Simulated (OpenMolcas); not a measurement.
# 4d⁸ along the 44-electron sequence

```yaml
Program: OpenMolcas 26.06
Method: SS-RASPT2, IPEA 0.25 Eh, imaginary shift 0.1 Eh
Basis: ANO-RCC-VTZP
Scalar_Hamiltonian: DKH2, point nucleus
Spin-orbit_coupling: state interaction with AMFI integrals over the reference wave functions, term energies averaged over their components
```

Active space for each ion: 8 electrons in 9 orbitals (RAS2 4d 5s; RAS3 5p, at most 2 electrons); closed shells correlated by CASPT2: 4s 4p.

Computed levels in cm-1 above ³F₄:

```csv
Level,Rh+,Pd2+,Ag3+
³F₃,2500,3320,4180
³F₂,3660,4730,5790
³P₂,7930,10140,11900
³P₁,10350,13580,16100
³P₀,10640,13820,16330
¹D₂,11290,14470,17270
¹G₄,15110,18240,21250
¹S₀,35000,41750,48130
weight of ³F in the lowest level (%),99,99,99
```

Mixed levels, with the weight of the term that names them: Rh+ ³P₂ (61 %), Rh+ ¹D₂ (58 %), Rh+ ¹S₀ (63 %), Pd2+ ³P₂ (54 %), Pd2+ ¹D₂ (51 %), Ag3+ ³P₂ (55 %), Ag3+ ¹D₂ (52 %).

Measured, with the error of the calculation in %. Measured levels: Rh+ from NIST Handbook of Basic Atomic Spectroscopic Data; Pd2+ from Moore, Atomic Energy Levels, vol. III, NSRDS-NBS 35 (1971 reprint of NBS Circular 467, 1958); Ag3+ from the list in Gamrath, thesis, University of Mons (2023).

```csv
Level,Rh+,Pd2+,Ag3+
³F₃,2401 (+4.2),3230 (+2.9),4172 (+0.2)
³F₂,3581 (+2.3),4687 (+0.9),5830 (-0.7)
³P₂,8164 (-2.8),,
³P₁,10515 (-1.5),13470 (+0.8),15900 (+1.3)
³P₀,10761 (-1.1),13699 (+0.9),16092 (+1.5)
¹D₂,11644 (-3.0),,
¹G₄,14855 (+1.7),17880 (+2.0),20570 (+3.3)
¹S₀,,,47139 (+2.1)
```

The fine-structure level ³F₂ changes by a factor of 1.58 from Rh+ to Ag3+. Its fourth root runs 7.78, 8.29, 8.72, with steps per unit of Z of 0.52, 0.43; equal steps would mean a (Z - σ)^4 law with constant σ.

³P₂ changes by a factor of 1.5 over the same range, with steps per unit of Z of +2210, +1760 cm-1.

Term energies are means over components that CASPT2 splits; among the terms shown or strongly mixed into the levels shown the widest spread is 740 cm-1 (4d⁸ ¹G, Pd2+). Some high roots are left out of the spin-orbit mixing, which shifts the levels that they would mix with. Terms from blocks run as CI alone lack orbitals of their own. Measured partners are found by configuration, term and J. A level has none where our copy of the source lacks it or the pairing is in doubt (some pairs that miss far off the trend of their configuration count as doubtful), and it then counts in no deviation. Only configurations of the active space appear.
